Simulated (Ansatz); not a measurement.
The inner images of a band of AlCl$_{2}$H$_{3}$OS (8 atoms, charge 0, multiplicity 1) are given out of order.

The calculation used Ansatz, RKS PBE-D4/6-31G*.

First end point:

```xyz
8
Properties=species:S:1:pos:R:3
Al -0.007 0.145 0.247
O -0.104 -0.355 1.906
H -0.401 -1.264 2.094
Cl 1.654 -0.485 -0.934
Cl -1.809 0.538 -0.824
S 0.705 2.444 0.839
H 1.682 2.033 1.692
H -0.206 2.576 1.841
```

Last end point:

```xyz
8
Properties=species:S:1:pos:R:3
Al 0.219 0.624 0.130
O -0.181 -0.140 1.938
H -1.101 -0.491 1.960
Cl 1.838 -0.539 -0.595
Cl -1.719 0.287 -0.710
S 0.630 2.711 0.787
H 1.980 2.539 0.808
H -0.151 0.640 2.543
```

Put them in order from the first end to the last, with their energies above the first end.
A.
```xyz
8
Properties=species:S:1:pos:R:3
Al 0.109 0.464 0.061
O -0.028 -0.087 1.899
H -0.870 -0.486 2.215
Cl 1.797 -0.388 -0.881
Cl -1.803 0.299 -0.844
S 0.474 2.532 1.051
H 1.802 2.312 1.258
H 0.035 0.985 2.102
```
B.
```xyz
8
Properties=species:S:1:pos:R:3
Al -0.022 0.158 0.247
O -0.179 -0.327 1.908
H -0.548 -1.210 2.089
Cl 1.715 -0.416 -0.852
Cl -1.790 0.449 -0.906
S 0.594 2.478 0.881
H 1.795 2.136 1.420
H -0.051 2.363 2.074
```
C.
```xyz
8
Properties=species:S:1:pos:R:3
Al -0.019 0.184 0.230
O -0.205 -0.296 1.894
H -0.730 -1.094 2.087
Cl 1.759 -0.350 -0.821
Cl -1.774 0.392 -0.956
S 0.510 2.496 0.989
H 1.831 2.262 1.219
H 0.143 2.038 2.220
```
D.
```xyz
8
Properties=species:S:1:pos:R:3
Al 0.070 0.348 0.109
O -0.021 -0.173 1.858
H -0.852 -0.568 2.194
Cl 1.796 -0.319 -0.915
Cl -1.816 0.321 -0.859
S 0.440 2.481 1.156
H 1.784 2.310 1.287
H 0.115 1.231 2.029
```
E.
```xyz
8
Properties=species:S:1:pos:R:3
Al 0.155 0.562 0.048
O -0.059 -0.094 1.915
H -0.933 -0.477 2.151
Cl 1.796 -0.467 -0.807
Cl -1.777 0.280 -0.796
S 0.527 2.619 0.905
H 1.838 2.359 1.172
H -0.031 0.848 2.273
```
F.
```xyz
8
Properties=species:S:1:pos:R:3
Al 0.190 0.602 0.082
O -0.111 -0.112 1.927
H -1.009 -0.498 2.042
Cl 1.807 -0.520 -0.705
Cl -1.753 0.279 -0.737
S 0.580 2.679 0.814
H 1.908 2.451 1.017
H -0.098 0.749 2.422
```
G.
```xyz
8
Properties=species:S:1:pos:R:3
Al 0.023 0.225 0.180
O -0.098 -0.271 1.862
H -0.855 -0.818 2.136
Cl 1.782 -0.308 -0.885
Cl -1.799 0.361 -0.905
S 0.480 2.498 1.093
H 1.818 2.304 1.245
H 0.166 1.640 2.136
```

B (+0.6 kJ/mol), C (+2.1 kJ/mol), G (+8.9 kJ/mol), D (+20.6 kJ/mol), A (-3.3 kJ/mol), E (-21.7 kJ/mol), F (-27.1 kJ/mol).

Time of the run: 3.1 min on 2 threads of Arm Neoverse V2, on a shared host, peak memory 0.14 GiB.
